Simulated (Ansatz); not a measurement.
```yaml
crystal:
  periodic: [false, false, false]
  atoms:
    - {symbol: C, position_ang: [-2.445650, 0.137529, 2.050166]}
    - {symbol: N, position_ang: [-1.457013, 0.136446, 1.296801]}
    - {symbol: Al, position_ang: [-0.085143, 0.102795, 0.228258]}
    - {symbol: C, position_ang: [0.665885, -0.618720, -1.410373]}
    - {symbol: C, position_ang: [1.845695, 0.272833, -0.956575]}
    - {symbol: O, position_ang: [1.436764, 0.897598, 0.281795]}
    - {symbol: H, position_ang: [-3.277220, 0.851130, 1.936066]}
    - {symbol: H, position_ang: [-2.556596, -0.573525, 2.884359]}
    - {symbol: H, position_ang: [0.222110, -0.319116, -2.359687]}
    - {symbol: H, position_ang: [0.901499, -1.682165, -1.448555]}
    - {symbol: H, position_ang: [2.073416, 1.052239, -1.690523]}
    - {symbol: H, position_ang: [2.753352, -0.312142, -0.777731]}
basis:
  gaussian: {orbitals: def2-TZVP}
magnetization: {spin_polarized: true, initial_magnetization: 2}
hamiltonian: {xc: {name: r2SCANh}, dispersion: d4}
outputs: {forces: true}
output: {forces: true}
```

```sh
$ ansatz run in.yaml --threads 4 --pin off --events-out ev --progress --plain --max-ram 10444MiB
```

Output, abridged:

```
Error: YAML parse error: error: line 20 column 1: unknown field `outputs`, expected one of crystal, accuracy, basis, kpoints, hamiltonian, magnetization, projection, total_charge, correlation, batch, efield, external_charges, scf, relax, neb, saddle, md, ramp, phonons, dielectric, real_time, elastic, magnetic_configurations, gw, evaluate, workflow, output, checkpoint, execution
18 | magnetization: {spin_polarized: true, initial_magnetization: 2}
19 | hamiltonian: {xc: {name: r2SCANh}, dispersion: d4}
20 | outputs: {forces: true}
21 | output: {forces: true}
```

Q: What is wrong with this run?

A: The input holds a key that doesn't belong there. The input was rejected before any iteration.
